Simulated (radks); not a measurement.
Q: These are the eigenvalues of the occupied orbitals of an atom or ion with whole-number occupations (hartree). Method: non-relativistic Kohn-Sham, exchange-only B88, spin-polarised, spherical densities, point nucleus; computed with a radial shooting solver on a logarithmic mesh with Libxc functionals.

| orbital | eigenvalue |
|---|---|
| 1s | -861.3081 |
| 2s | -123.2129 |
| 2p | -114.4490 |
| 3s | -22.06216 |
| 3p | -18.55968 |
| 3d | -12.09037 |
| 4s | -2.85749 |
| 4p | -1.77955 |
| 4d | -0.12209 |

Which element is it, and in what charge state? The configuration may be excited. Open shells, if any, are filled with parallel spins first.

A: Z = 46, palladium, charge 0: Pd in [Kr] 4d10. The list shows which subshells hold electrons but not how many an open one holds; the 1s level, -861.31 hartree, gives Z - s = 41.5 by -(Z - s)^2/2, which with screening narrows Z to a few neighbours, and the depths of the outer levels then fix element, charge and occupations together.
